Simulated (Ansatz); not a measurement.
Ansatz (a first-principles code) input (CCSD(T)/6-31G*):

Ansatz 0.2 input:
```yaml
crystal:
  periodic: [false, false, false]
  atoms:
    - {symbol: C, position_ang: [-1.92503347, 0.36418091, -0.47202797]}
    - {symbol: C, position_ang: [-1.38379164, -0.72944677, 0.03694637]}
    - {symbol: O, position_ang: [-0.03921208, -0.96460908, 0.25350307]}
    - {symbol: C, position_ang: [0.84193010, 0.03781018, 0.06587889]}
    - {symbol: C, position_ang: [1.81236476, 0.04253387, -0.82716120]}
    - {symbol: F, position_ang: [0.67840658, 1.03543236, 0.95044517]}
    - {symbol: H, position_ang: [-1.34424318, 1.22851203, -0.76065479]}
    - {symbol: H, position_ang: [-2.99572045, 0.40350357, -0.60444254]}
    - {symbol: H, position_ang: [-1.94866560, -1.59989701, 0.33669110]}
    - {symbol: H, position_ang: [2.52787086, 0.84893476, -0.84918366]}
    - {symbol: H, position_ang: [1.89597748, -0.77354101, -1.52625778]}
basis:
  gaussian:
    orbitals: 6-31G*
magnetization: {spin_polarized: false}
correlation: {method: ccsd_t, electrons: outside_noble_gas}
```

Output:

```
Functional definition: HF
integrals: 0.13 GiB planned
988 factors; integrals over basis functions are off by at most 1.3e-3 eV
mean field: 0.36 GiB planned
mean field evaluation 1: about -8938.6916 eV, gradient 3.7e1 eV
mean field evaluation 2: about -8938.7035 eV, gradient 3.7e1 eV
mean field evaluation 4: about -8942.0349 eV, gradient 3.9e0 eV
mean field evaluation 8: about -8942.0922 eV, gradient 1.5e-1 eV
mean field evaluation 16: about -8942.0740 eV, gradient 1.1e0 eV
mean field -8942.09230916 eV, -328.6158311938 hartree, gradient 4.5e-6 eV, S^2 0.000000; 0 other end points of the search recorded, 0 dependent functions left out
6 core orbitals not correlated
reference -8942.09230916 eV, -328.6158311938 hartree; 17, 17 occupied and 77, 77 virtual orbitals, 988 factors
second order -23.07911150 eV of doubles, -0.00000000 eV of singles
coupled cluster: 0.48 GiB planned
cycle   1  -23.33152529 eV  change   -2.5e-1 eV  update   1.2e-1
cycle   2  -23.97362408 eV  change   -6.4e-1 eV  update   3.7e-2
cycle   3  -24.15162451 eV  change   -1.8e-1 eV  update   1.9e-2
cycle   4  -24.15178520 eV  change   -1.6e-4 eV  update   4.6e-3
cycle   5  -24.15131323 eV  change    4.7e-4 eV  update   1.7e-3
cycle   6  -24.15187113 eV  change   -5.6e-4 eV  update   4.0e-4
cycle   7  -24.15162525 eV  change    2.5e-4 eV  update   1.2e-4
cycle   8  -24.15157319 eV  change    5.2e-5 eV  update   3.7e-5
cycle   9  -24.15158725 eV  change   -1.4e-5 eV  update   1.6e-5
perturbative correction -0.80147416 eV, -0.0294536320 hartree
Total energy: -8967.04537057 eV, -329.5328392867 hartree
```
